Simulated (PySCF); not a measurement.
# Working out the electron affinity of Br

Br⁻ [Kr] (1S) → Br [Ar] 3d10 4s2 4p5 (2P). Calculation: PySCF 2.14, in aug-cc-pwCVDZ-PP with ECP10MDF; scalar relativity through the core potential. Frozen: nothing. Energies in hartree (1 hartree = 27.21139 eV):

```csv
part,Br⁻ (lower),Br (upper)
UHF,-415.564098,-415.475292
MP2 opposite-spin,-0.373005,-0.350121
MP2 same-spin,-0.187356,-0.175395
```

Q: What does Hartree-Fock give?

A: (-415.475292) − (-415.564098) = 0.088806 hartree = 2.417 eV.

Q: What do MP2 and SCS-MP2 (6/5 opposite-spin, 1/3 same-spin) give?

A: The opposite-spin parts differ by 0.623 eV and the same-spin parts by 0.325 eV. MP2: 2.417 + (0.623) + (0.325) = 3.365 eV. SCS-MP2: 2.417 + 1.2 × (0.623) + (0.325)/3 = 3.273 eV.

Reference: 3.364 eV (measured; photodetachment measurements, as compiled on the Wikipedia data page of electron affinities), between the lowest levels; spin-orbit coupling is absent from the calculation.

A double-zeta basis recovers only part of the correlation energy.

What remains against the reference includes basis incompleteness and correlation beyond second order.
